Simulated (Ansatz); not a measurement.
C₂H₅BS. Total charge 0; spin multiplicity 1. The bonds changed during the relaxation, so this is another structure than the one it started from.

Cartesian coordinates in Å:
```
S 0.9360 -1.2051 0.6949
C 0.3975 -0.2603 -0.7073
B 0.5479 0.7115 0.4811
C -0.8327 0.4410 -0.1985
H -0.2195 -1.7881 1.1152
H 0.7396 -0.5099 -1.7006
H 1.2619 1.5412 0.9339
H -1.6332 -0.1590 0.2372
H -1.1975 1.2287 -0.8558
```

Problem. Give the diagnostics of a CCSD(T)/def2-TZVPP run (frozen core, Ansatz 0.2.0). (An estimate is asked.)

Solution. Ansatz gave: T1 = 0.0110, largest single amplitude 0.011, largest double 0.019, (T) share of the correlation energy 4.6 %, 9 CCSD cycles. The RHF solution is stable towards an unrestricted one. T1 lies under the customary mark of 0.02 for closed shells.
